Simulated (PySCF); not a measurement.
C2H4FNOSi, SMILES N(=C\[SiH2]F)/C=O. Geometry: B3LYP-D3(BJ)/def2-SVP. The structure was generated by enumeration; whether it is a known compound was not checked. One conformer was computed; it need not be the lowest.

### Question
Give the equilibrium geometry at B3LYP-D3(BJ)/def2-SVP (PySCF confirms it by a frequency run) as Cartesian coordinates in Å. (An estimate is asked for; the answer gives what the named calculation found.)

### Answer
One answer among several that fit: 
```xyz
10

O      2.8833    -0.8072     0.6089
C      2.4533     0.0637    -0.1025
N      1.1362     0.5450    -0.0637
C      0.1331    -0.2309    -0.2074
Si    -1.5861     0.5391    -0.0183
F     -2.6856    -0.6565    -0.1384
H      3.0845     0.6321    -0.8263
H      0.2758    -1.3081    -0.4380
H     -1.8190     1.5093    -1.1174
H     -1.7030     1.1730     1.3176
```
Charge 0, spin multiplicity 1.
